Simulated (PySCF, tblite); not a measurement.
Bond stretch in KCl, singlet. Each curve is given relative to its own lowest point near equilibrium.

| R / Å | A | B | C | D |
|---|---|---|---|---|
| 2.13 | 177.2 | 192.3 | 177.2 | 74.6 |
| 2.31 | 59.2 | 67.5 | 59.2 | 17.8 |
| 2.39 | 31.5 | 37.3 | 31.5 | 7.5 |
| 2.51 | 8.2 | 11.2 | 8.2 | 0.8 |
| 2.57 | 2.7 | 4.5 | 2.7 | 0.0 |
| 2.68 | 0.0 | 0.0 | 0.0 | 1.3 |
| 2.79 | 4.0 | 2.5 | 4.0 | 4.9 |
| 2.85 | 8.1 | 6.0 | 8.1 | 7.4 |
| 2.98 | 20.2 | 16.8 | 20.2 | 14.0 |
| 3.12 | 36.3 | 31.8 | 36.3 | 22.0 |
| 3.29 | 57.9 | 52.5 | 57.9 | 32.5 |
| 3.65 | 105.3 | 99.4 | 105.3 | 54.7 |
| 4.03 | 152.4 | 147.6 | 152.4 | 79.1 |
| 4.47 | 200.6 | 198.2 | 200.6 | 106.1 |
| 4.83 | 234.4 | 234.5 | 234.4 | — |
| 5.33 | 272.4 | 276.4 | 269.6 | — |
| 5.87 | 302.8 | — | 293.3 | — |
| 6.56 | 330.1 | — | 312.2 | — |
| 7.32 | 350.5 | — | 325.1 | — |
| 8.13 | 365.6 | — | 333.6 | — |

Energies in kJ/mol.

**Question.** Which curve belongs to which method? The methods are GFN2-xTB, 300 K electronic temperature run with tblite; restricted BHandHLYP/def2-SVP run with PySCF; CCSD on UHF/def2-SVP, 10 core orbitals frozen in PySCF; PySCF 2.14.0 with unrestricted BHandHLYP/def2-SVP.

**Answer.** A is RKS-BHandHLYP; B is UCCSD; C is UKS-BHandHLYP; D is GFN2-xTB.

A dash means that the run gave no value there, or that the column was ended at a point which the program doubted or which failed a test of continuity chosen for this set; such a test can also cut sound points.

At the longest distance RKS-BHandHLYP, UKS-BHandHLYP leaves fractional charges on the fragments, a sign of delocalisation error or of the restricted form. The restricted form behind RKS-BHandHLYP keeps the bonding electrons paired and can't separate into open-shell fragments. The unrestricted determinant behind UCCSD is spin-contaminated at 5.87 to 8.13 Å (<S²> up to 1.0, against 0.00 for a pure singlet). The unrestricted determinant behind UKS-BHandHLYP is spin-contaminated at 5.33 to 8.13 Å (<S²> up to 0.6, against 0.00 for a pure singlet).
